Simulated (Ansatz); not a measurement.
Species: SnI₂, charge 0, multiplicity 1. 
Structure (B3LYP-D3(BJ)/def2-TZVP (Ansatz, a program for electronic structure) minimum search):
```
Sn
I 1 2.7577
I 1 2.7577 2 100.68
```
Charge 0, spin multiplicity 1.

CCSD(T) with Ansatz in growing basis sets, 18 correlated electrons. Valence correlation only, unless marked. Open shells are spin-unrestricted. No spin-orbit coupling. The frozen core is the preceding noble-gas configuration, with the filled d and f shells of earlier blocks. In def2 rows, elements after Kr have scalar-relativistic effective core potentials. Costs are ratios of core time to the smallest set, on shared machines of one kind, and rough; they hold the program's checks for lower states.

| basis | functions | cost over smallest | E(corr) (Eh) | electronic atomisation energy (kcal/mol) |
|---|---|---|---|---|
| def2-SVP | 78 | 1× | -0.2873 | 119.6 |
| def2-TZVPP | 150 | 4× | -0.3975 | 130.3 |
| def2-QZVPP | 246 | 10× | -0.4470 | 137.3 |

Formally CCSD grows as o²v⁴ and (T) as o³v⁴; with o = 9 and v going from 114 to 210 both grow 12-fold in the last step, while integrals and the mean field grow more slowly. That step adds 49.4 mEh of correlation energy and 7.0 kcal/mol to the atomisation energy.
